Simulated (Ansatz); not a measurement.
Born–Oppenheimer molecular dynamics of H3P + H3Sb (8 atoms, charge 0, multiplicity 1). It starts from a relaxed structure.

Theory: RKS revPBE/def2-SVP in Ansatz 0.2.0.

```yaml
ensemble: NVT, Nosé–Hoover chain
time_step: 3 fs
steps_asked: 40
set_temperature: 1000 K
thermostat: time constant 100 fs, chain length 3 (defaults)
seed: 372092
```

First frame:

```xyz
8
Properties=species:S:1:pos:R:3
P 0.294 0.167 -2.165
H 0.566 0.964 -3.336
H -0.833 -0.483 -2.787
H 1.203 -0.872 -2.579
Sb -0.290 -0.506 2.231
H 1.026 0.587 2.525
H -0.556 -0.676 3.942
H -1.409 0.821 2.169
```

How far do the bonds stretch over the last three quarters of this one trajectory? (Pairs bonded in most of those frames.)


```json
{"bond": "P1–H2", "mean (Å)": "1.454", "spread (Å)": "0.037", "shortest": "1.40", "longest": "1.51"}
{"bond": "P1–H3", "mean (Å)": "1.450", "spread (Å)": "0.016", "shortest": "1.42", "longest": "1.48"}
{"bond": "P1–H4", "mean (Å)": "1.450", "spread (Å)": "0.042", "shortest": "1.38", "longest": "1.51"}
{"bond": "Sb5–H6", "mean (Å)": "1.769", "spread (Å)": "0.105", "shortest": "1.60", "longest": "1.91"}
{"bond": "Sb5–H7", "mean (Å)": "1.761", "spread (Å)": "0.060", "shortest": "1.67", "longest": "1.85"}
{"bond": "Sb5–H8", "mean (Å)": "1.752", "spread (Å)": "0.017", "shortest": "1.72", "longest": "1.79"}
```

Mean temperature of the second half: 798 K. The conserved energy wandered by up to 12.6 meV per atom (net 3.3 meV per atom), which is poor conservation. The mean temperature of the second half is 20 % below the set value. A step of 3 fs is long for free X–H stretches (periods near 10 fs) and can bias their spread and the temperature. A run of 0.12 ps of so small a system gives no equilibrium averages.

Time of the run: 75 s on 1 thread of Arm Neoverse N1, with other jobs on the host, peak memory 0.09 GiB.
